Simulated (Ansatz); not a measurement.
Cs2F2. Charge 0, multiplicity 3. Geometry PBE0-D4/def2-TZVP; atoms count from 1.

Cartesian coordinates in Å:
```
Cs 1.1777 -0.2407 2.0526
Cs -1.0355 1.4478 -1.5779
F -0.9178 -0.6908 0.2382
F 0.7756 -0.5162 -0.7129
```

In the def2 sets Cs takes a core potential; there is no spin–orbit coupling. In the triplet, F3 and F4 lie 1.95 Å apart (atoms count from 1), so these atoms are partly bonded to each other. At PBE0-D4/def2-TZVP a singlet of charge 0 lies 4.62 eV below the triplet, each at its own geometry. The structure comes from a short search, and lower isomers may exist.

Question: Estimate the Mulliken populations from the PBE0/def2-TZVP orbitals of Ansatz.

Answer: 
| atom | charge (e) | spin (α − β) |
| --- | --- | --- |
| Cs1 | 0.41 | 0.50 |
| Cs2 | 0.41 | 0.50 |
| F3 | -0.41 | 0.50 |
| F4 | -0.41 | 0.50 |
Mulliken values and Mayer orders depend strongly on the basis.

Question: Where does the spin sit?

Answer: Summed by element: Cs 1.00, F 1.00, of 2 unpaired in all. Largest on single atoms: F3 0.50, F4 0.50, Cs1 0.50.

Question: And the Mayer bond orders between bonded heavy atoms (over 0.3)?

Answer: Cs1–Cs2 0.52 (4.57 Å). Values over 0.3 also appear between atoms too far apart for a bond (F3–F4 0.46 at 1.95 Å); they arise where an orbital or an unpaired electron spreads over both atoms.
